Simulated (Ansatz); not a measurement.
Species: dimethylgermane, C₂H₈Ge, charge 0, multiplicity 1. 
Geometry from a B3LYP-D3(BJ)/def2-TZVP (Ansatz, a first-principles code) optimisation:
```
Ge
H 1 1.5448
H 1 1.5448 2 108.00
C 1 1.9674 2 109.62 3 119.38
H 4 1.0897 1 110.72 2 -59.19
H 4 1.0902 5 108.59 1 121.06
H 4 1.0902 5 108.59 6 117.89
C 1 1.9674 2 109.62 3 -119.38
H 8 1.0897 1 110.72 2 59.19
H 8 1.0902 9 108.59 1 121.06
H 8 1.0902 9 108.59 10 117.89
```
Charge 0, spin multiplicity 1.

Total electronic energies in hartree. Cores are frozen in the correlated levels unless marked. Spin-orbit coupling is left out. The frozen core is the preceding noble-gas configuration, with the filled d and f shells of earlier blocks. Non-relativistic. Basis-set limits of correlation are two-point, X^-3; Hartree-Fock from the larger set.

```csv
level,program,energy (Eh)
HF/aug-cc-pVQZ,Ansatz,-2155.84220
RI-HF/cc-pVQZ,Ansatz,-2155.84200
SVWN5/def2-TZVPD,Ansatz,-2154.11728
revPBE/def2-TZVPD,Ansatz,[?]
B97M-V/def2-TZVPD,Ansatz,[?]
PBE0-D4/def2-TZVPD,Ansatz + dftd4,-2157.70225
PBE0/def2-TZVP,Ansatz,[?]
B2PLYP-D3(BJ)/def2-TZVPD,Ansatz + dftd3,-2157.56511
PBE-QIDH/def2-TZVPD,Ansatz,-2157.30355
MP2/6-31G,Ansatz,-2155.62756
MP2/cc-pVTZ,Ansatz,-2156.32314
RI-MP2/aug-cc-pVQZ,Ansatz,-2156.36656
SCS-MP2/6-31G*,Ansatz,-2155.81861
CCSD(T)/cc-pVDZ,Ansatz,-2156.19694
"CCSD(T)/CBS(aug-cc-pVTZ,aug-cc-pVQZ)",Ansatz,-2156.4428
```

Some entries are withheld; supply them.


- revPBE/def2-TZVPD, energy (Eh): -2157.87612
- B97M-V/def2-TZVPD, energy (Eh): -2157.67750
- PBE0/def2-TZVP, energy (Eh): -2157.69635
